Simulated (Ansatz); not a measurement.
Dimethylphenylsulfonium mesylate, `CS(=O)(=O)[O-].C[S+](C)c1ccccc1`. The state is a singlet with charge 0. Geometry PBE0-D4/def2-SVP.

```xyz
28

C     2.498   -2.963    0.653
S     1.172   -1.794    0.402
O     0.815   -1.897   -1.042
O     0.101   -2.167    1.331
O     1.802   -0.457    0.698
H     3.326   -2.706   -0.019
H     2.816   -2.900    1.701
H     2.112   -3.966    0.428
C     0.140    3.184   -0.881
S     0.842    1.639   -0.232
C     1.410    0.896   -1.767
C    -0.663    0.805    0.215
C    -0.945    0.763    1.577
C    -2.105    0.123    2.000
C    -2.944   -0.485    1.070
C    -2.632   -0.455   -0.287
C    -1.482    0.192   -0.728
H    -0.310    3.719   -0.035
H     0.967    3.779   -1.294
H    -0.619    2.986   -1.650
H     2.482    1.124   -1.829
H     1.260   -0.202   -1.669
H     0.863    1.326   -2.617
H    -0.241    1.182    2.298
H    -2.331    0.067    3.066
H    -3.839   -1.011    1.409
H    -3.273   -0.961   -1.011
H    -1.221    0.180   -1.787
```

B3LYP takes the VWN-RPA correlation. The restricted singlet is unstable towards broken spin symmetry in Hartree–Fock (as tested in another run); at HF/6-31G this wasn't settled. In the singlet geometry the species has come apart into loosely held pieces.

(1) Estimate the orbital energies around the gap (eV) in Ansatz with HF/6-31G, r2SCAN-D4/def2-TZVP, B3LYP-D4/6-31G, PBE0-D4/def2-SVP, PBE0-D4/def2-TZVP.

Answers

(1) 
```json
{"orbital": "HOMO−9", "HF/6-31G": "-13.67", "r2SCAN-D4/def2-TZVP": "-8.99", "B3LYP-D4/6-31G": "-9.87", "PBE0-D4/def2-SVP": "-10.18", "PBE0-D4/def2-TZVP": "-10.14"}
{"orbital": "HOMO−8", "HF/6-31G": "-12.98", "r2SCAN-D4/def2-TZVP": "-8.48", "B3LYP-D4/6-31G": "-9.28", "PBE0-D4/def2-SVP": "-9.59", "PBE0-D4/def2-TZVP": "-9.60"}
{"orbital": "HOMO−7", "HF/6-31G": "-12.15", "r2SCAN-D4/def2-TZVP": "-7.33", "B3LYP-D4/6-31G": "-7.63", "PBE0-D4/def2-SVP": "-8.24", "PBE0-D4/def2-TZVP": "-8.55"}
{"orbital": "HOMO−6", "HF/6-31G": "-11.79", "r2SCAN-D4/def2-TZVP": "-7.12", "B3LYP-D4/6-31G": "-7.47", "PBE0-D4/def2-SVP": "-8.05", "PBE0-D4/def2-TZVP": "-8.35"}
{"orbital": "HOMO−5", "HF/6-31G": "-11.26", "r2SCAN-D4/def2-TZVP": "-6.97", "B3LYP-D4/6-31G": "-7.32", "PBE0-D4/def2-SVP": "-7.80", "PBE0-D4/def2-TZVP": "-7.88"}
{"orbital": "HOMO−4", "HF/6-31G": "-11.19", "r2SCAN-D4/def2-TZVP": "-6.67", "B3LYP-D4/6-31G": "-6.96", "PBE0-D4/def2-SVP": "-7.47", "PBE0-D4/def2-TZVP": "-7.60"}
{"orbital": "HOMO−3", "HF/6-31G": "-10.74", "r2SCAN-D4/def2-TZVP": "-6.22", "B3LYP-D4/6-31G": "-6.70", "PBE0-D4/def2-SVP": "-7.07", "PBE0-D4/def2-TZVP": "-7.38"}
{"orbital": "HOMO−2", "HF/6-31G": "-10.42", "r2SCAN-D4/def2-TZVP": "-6.10", "B3LYP-D4/6-31G": "-6.59", "PBE0-D4/def2-SVP": "-6.95", "PBE0-D4/def2-TZVP": "-7.25"}
{"orbital": "HOMO−1", "HF/6-31G": "-9.59", "r2SCAN-D4/def2-TZVP": "-6.02", "B3LYP-D4/6-31G": "-6.46", "PBE0-D4/def2-SVP": "-6.83", "PBE0-D4/def2-TZVP": "-7.13"}
{"orbital": "HOMO", "HF/6-31G": "-9.30", "r2SCAN-D4/def2-TZVP": "-5.20", "B3LYP-D4/6-31G": "-5.96", "PBE0-D4/def2-SVP": "-6.06", "PBE0-D4/def2-TZVP": "-6.43"}
{"orbital": "LUMO", "HF/6-31G": "2.99", "r2SCAN-D4/def2-TZVP": "-1.82", "B3LYP-D4/6-31G": "-0.78", "PBE0-D4/def2-SVP": "-0.97", "PBE0-D4/def2-TZVP": "-1.10"}
{"orbital": "LUMO+1", "HF/6-31G": "3.64", "r2SCAN-D4/def2-TZVP": "-1.30", "B3LYP-D4/6-31G": "-0.25", "PBE0-D4/def2-SVP": "-0.43", "PBE0-D4/def2-TZVP": "-0.55"}
{"orbital": "LUMO+2", "HF/6-31G": "4.70", "r2SCAN-D4/def2-TZVP": "-0.62", "B3LYP-D4/6-31G": "0.62", "PBE0-D4/def2-SVP": "0.53", "PBE0-D4/def2-TZVP": "0.11"}
{"orbital": "LUMO+3", "HF/6-31G": "4.98", "r2SCAN-D4/def2-TZVP": "-0.23", "B3LYP-D4/6-31G": "0.83", "PBE0-D4/def2-SVP": "0.80", "PBE0-D4/def2-TZVP": "0.41"}
{"orbital": "LUMO+4", "HF/6-31G": "5.34", "r2SCAN-D4/def2-TZVP": "0.54", "B3LYP-D4/6-31G": "1.33", "PBE0-D4/def2-SVP": "1.16", "PBE0-D4/def2-TZVP": "0.68"}
{"orbital": "LUMO+5", "HF/6-31G": "5.90", "r2SCAN-D4/def2-TZVP": "0.60", "B3LYP-D4/6-31G": "1.57", "PBE0-D4/def2-SVP": "1.53", "PBE0-D4/def2-TZVP": "1.22"}
```
